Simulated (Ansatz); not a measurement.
One change: `[Cl][GeH]` becomes `[OH][Ge][Cl]`.

Ansatz, PBE0-D4/def2-TZVP geometries, multiplicity 1. Each molecule was computed in one conformer, which needn't be the lowest.

Outer-core shells of Ge are correlated without core-valence functions. Scalar relativity is left out up to krypton. Spin–orbit coupling is left out.

```
                                                                                  property  `[Cl][GeH]`
ideal-gas entropy at 298 K and 1 bar (rigid rotor, harmonic PBE0-D4/def2-TZVP) / J/(mol·K)          264
                                                         HOMO energy (PBE/def2-TZVPP) / eV        -6.05
                                      vertical ionisation energy (CCSD(T)/def2-TZVPP) / eV         9.58
                                                        LUMO energy (PBE0/def2-TZVPP) / eV        -3.05
                                        size of the dipole moment (ωB97M-V/def2-TZVPP) / D         1.87
                                                   HOMO–LUMO gap (ωB97M-V/def2-TZVPP) / eV         8.22
```

**Question.** What does the change do to each property? (An estimate is asked.)

**Answer.** The calculation gave: 
```json
{"property": "ideal-gas entropy at 298 K and 1 bar (rigid rotor, harmonic PBE0-D4/def2-TZVP) / J/(mol·K)", "`[OH][Ge][Cl]`": "293", "shift": "29"}
{"property": "HOMO energy (PBE/def2-TZVPP) / eV", "`[OH][Ge][Cl]`": "-6.94", "shift": "-0.89"}
{"property": "vertical ionisation energy (CCSD(T)/def2-TZVPP) / eV", "`[OH][Ge][Cl]`": "10.43", "shift": "0.85"}
{"property": "LUMO energy (PBE0/def2-TZVPP) / eV", "`[OH][Ge][Cl]`": "-2.36", "shift": "0.69"}
{"property": "size of the dipole moment (ωB97M-V/def2-TZVPP) / D", "`[OH][Ge][Cl]`": "0.86", "shift": "-1.01"}
{"property": "HOMO–LUMO gap (ωB97M-V/def2-TZVPP) / eV", "`[OH][Ge][Cl]`": "9.86", "shift": "1.64"}
```

With PBE0 the HOMO falls by 0.93 eV and the LUMO rises by 0.69 eV, so the gap widens by about 1.62 eV. PBE moves the HOMO by -0.89 eV and ωB97M-V by -0.96 eV. The zero-point energy changes by 20.5 kJ/mol with +3 modes. Dipoles are sizes alone; their direction can turn.
